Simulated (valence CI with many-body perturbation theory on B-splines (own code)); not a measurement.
# Ti15+: electric-dipole lines

Calculated by valence CI with perturbative core correlation (CI+MBPT): five valence electrons over a frozen Dirac-Fock core [He], radial functions for each j: 9 s, 9 p, 8 d, 6 f, 3 g, 1 h, with the one-electron correlation potential Σ1 (screened to all orders), the two-electron term Σ2, the three-electron term Σ3, Breit, model QED; selected single and double excitations, second order for the rest (own B-spline code, finite nucleus).

No measured spectrum was set against this ion. As an estimate, levels of excited configurations hold to 0.05 to 0.15 % of their energy, terms of the ground configuration to about 0.5 %. Among the levels kept, up to 1900 cm⁻¹ of a level comes from second order outside the variational space, and about a tenth of that is noise between levels of different J, which matters for small intervals.

Lines 151 to 200 of 274 in falling wavelength, among levels below 49.100 Ry, chosen from the strongest by gf and those to the six lowest levels. Wavelengths and rates use the calculated energies, so an error of 500 cm⁻¹ moves a line at 21.26 Å by 0.011 % and its rate by three times that or more. Electric multipoles are in the length gauge, E1 and E2 with the static RPA response of the core. Weak lines are less certain than strong ones. Lines between different terms over intervals too small for the method are left out, as are lines whose strength nearly cancels. The highest levels of a list are the least certain.

Names give the largest LS component (configuration and term), which can be under half, so a name can repeat, a term be missing and a line seem to break the LS rules; names also repeat where a configuration has a term twice. Letters in brackets count levels of one name in rising energy.

| λ vac (Å) | Upper | Lower | A (s⁻¹) | S (a.u.) |
| --- | --- | --- | --- | --- |
| 21.26 | 2s²2p²3s ²D_3/2 | 2s²2p³ ²P°_3/2 | 6.49e+11 | 1.23e-02 |
| 21.22 | 2s²2p²3s ²P_1/2 | 2s²2p³ ²D°_3/2 | 1.21e+12 | 1.14e-02 |
| 21.17 | 2s²2p²3s ²P_3/2 | 2s²2p³ ²D°_5/2 | 9.26e+11 | 1.73e-02 |
| 21.16 | 2s²2p²3s ²D_3/2 | 2s²2p³ ²P°_1/2 | 9.36e+10 | 1.75e-03 |
| 21.13 | 2s2p³3s ⁴D°_1/2 | 2s2p⁴ ⁴P_1/2 | 5.28e+11 | 4.92e-03 |
| 21.10 | 2s²2p²3s ²P_3/2 | 2s²2p³ ²D°_3/2 | 7.94e+10 | 1.47e-03 |
| 21.07 | 2s2p³3s ⁴D°_3/2 | 2s2p⁴ ⁴P_3/2 | 4.73e+11 | 8.74e-03 |
| 21.07 | 2s2p³3s ⁴D°_5/2 | 2s2p⁴ ⁴P_3/2 | 3.27e+11 | 9.05e-03 |
| 20.94 | 2s²2p²3s ⁴P_1/2 | 2s²2p³ ⁴S°_3/2 | 5.44e+11 | 4.93e-03 |
| 20.93 | 2s2p³3s ⁴D°_3/2 | 2s2p⁴ ⁴P_5/2 | 8.56e+10 | 1.55e-03 |
| 20.93 | 2s2p³3s ⁴D°_5/2 | 2s2p⁴ ⁴P_5/2 | 4.05e+11 | 1.10e-02 |
| 20.90 | 2s2p³3s ⁴D°_7/2 | 2s2p⁴ ⁴P_5/2 | 7.62e+11 | 2.75e-02 |
| 20.88 | 2s²2p²3s ²D_5/2 | 2s²2p³ ²D°_5/2 | 6.46e+11 | 1.74e-02 |
| 20.86 | 2s²2p²3s ²D_3/2 | 2s²2p³ ²D°_5/2 | 1.12e+10 | 2.01e-04 |
| 20.83 | 2s²2p²3s ⁴P_3/2 | 2s²2p³ ⁴S°_3/2 | 5.27e+11 | 9.40e-03 |
| 20.82 | 2s²2p²3s ²D_5/2 | 2s²2p³ ²D°_3/2 | 1.81e+11 | 4.84e-03 |
| 20.81 | 2s²2p²3s ²S_1/2 | 2s²2p³ ²P°_3/2 | 5.09e+11 | 4.53e-03 |
| 20.80 | 2s²2p²3s ²D_3/2 | 2s²2p³ ²D°_3/2 | 3.54e+11 | 6.29e-03 |
| 20.72 | 2s²2p²3s ⁴P_5/2 | 2s²2p³ ⁴S°_3/2 | 5.27e+11 | 1.39e-02 |
| 20.72 | 2s²2p²3s ²S_1/2 | 2s²2p³ ²P°_1/2 | 4.35e+11 | 3.82e-03 |
| 20.37 | 2s²2p²3s ²S_1/2 | 2s²2p³ ²D°_3/2 | 2.47e+10 | 2.06e-04 |
| 20.32 | 2s²2p²3s ²D_5/2 | 2s²2p³ ⁴S°_3/2 | 1.09e+10 | 2.72e-04 |
| 20.31 | 2s²2p²3s ²D_3/2 | 2s²2p³ ⁴S°_3/2 | 2.09e+09 | 3.45e-05 |
| 20.28 | 2s²2p²3d ⁴F_3/2 | 2s²2p³ ²P°_3/2 | 1.86e+10 | 3.06e-04 |
| 20.19 | 2s²2p²3d ⁴F_3/2 | 2s²2p³ ²P°_1/2 | 1.06e+10 | 1.73e-04 |
| 20.14 | 2s²2p²3d ²P_3/2 [a] | 2s²2p³ ²P°_3/2 | 4.19e+11 | 6.76e-03 |
| 20.12 | 2s²2p²3d ⁴D_1/2 | 2s²2p³ ²P°_3/2 | 1.30e+11 | 1.05e-03 |
| 20.11 | 2s²2p²3d ⁴D_5/2 | 2s²2p³ ²P°_3/2 | 3.73e+09 | 8.98e-05 |
| 20.06 | 2s²2p²3d ⁴D_3/2 | 2s²2p³ ²P°_3/2 | 2.68e+11 | 4.27e-03 |
| 20.05 | 2s²2p²3d ²P_3/2 [a] | 2s²2p³ ²P°_1/2 | 2.30e+11 | 3.67e-03 |
| 20.04 | 2s²2p²3d ²F_5/2 | 2s²2p³ ²P°_3/2 | 5.11e+10 | 1.22e-03 |
| 20.03 | 2s²2p²3d ⁴D_1/2 | 2s²2p³ ²P°_1/2 | 2.49e+11 | 1.97e-03 |
| 19.98 | 2s²2p²3d ⁴D_3/2 | 2s²2p³ ²P°_1/2 | 2.15e+11 | 3.38e-03 |
| 19.96 | 2s²2p²3d ²P_1/2 [a] | 2s²2p³ ²P°_3/2 | 9.71e+11 | 7.62e-03 |
| 19.96 | 2s²2p²3d ⁴P_5/2 | 2s²2p³ ²P°_3/2 | 8.74e+09 | 2.06e-04 |
| 19.92 | 2s²2p²3d ⁴P_3/2 | 2s²2p³ ²P°_3/2 | 2.53e+09 | 3.95e-05 |
| 19.92 | 2s²2p²3d ⁴F_3/2 | 2s²2p³ ²D°_5/2 | 6.56e+09 | 1.02e-04 |
| 19.88 | 2s²2p²3d ⁴F_5/2 | 2s²2p³ ²D°_5/2 | 3.89e+10 | 9.05e-04 |
| 19.87 | 2s²2p²3d ²P_1/2 [a] | 2s²2p³ ²P°_1/2 | 2.36e+12 | 1.83e-02 |
| 19.86 | 2s²2p²3d ⁴F_3/2 | 2s²2p³ ²D°_3/2 | 2.23e+11 | 3.45e-03 |
| 19.84 | 2s²2p²3d ⁴P_3/2 | 2s²2p³ ²P°_1/2 | 4.49e+09 | 6.92e-05 |
| 19.82 | 2s²2p²3d ⁴P_1/2 | 2s²2p³ ²P°_1/2 | 2.53e+10 | 1.94e-04 |
| 19.82 | 2s²2p²3d ⁴F_5/2 | 2s²2p³ ²D°_3/2 | 1.56e+11 | 3.60e-03 |
| 19.80 | 2s²2p²3d ⁴F_7/2 | 2s²2p³ ²D°_5/2 | 9.17e+10 | 2.81e-03 |
| 19.79 | 2s²2p²3d ²P_3/2 [a] | 2s²2p³ ²D°_5/2 | 3.58e+11 | 5.48e-03 |
| 19.77 | 2s²2p²3d ²D_3/2 [a] | 2s²2p³ ²P°_3/2 | 9.94e+11 | 1.52e-02 |
| 19.76 | 2s²2p²3d ²D_5/2 [a] | 2s²2p³ ²P°_3/2 | 4.31e+11 | 9.85e-03 |
| 19.76 | 2s²2p²3d ⁴D_5/2 | 2s²2p³ ²D°_5/2 | 4.13e+09 | 9.42e-05 |
| 19.75 | 2s2p³3p ⁶P_3/2 | 2s²2p³ ²P°_3/2 | 3.76e+09 | 5.72e-05 |
| 19.74 | 2s2p³3p ⁶P_5/2 | 2s²2p³ ²P°_3/2 | 6.15e+09 | 1.40e-04 |
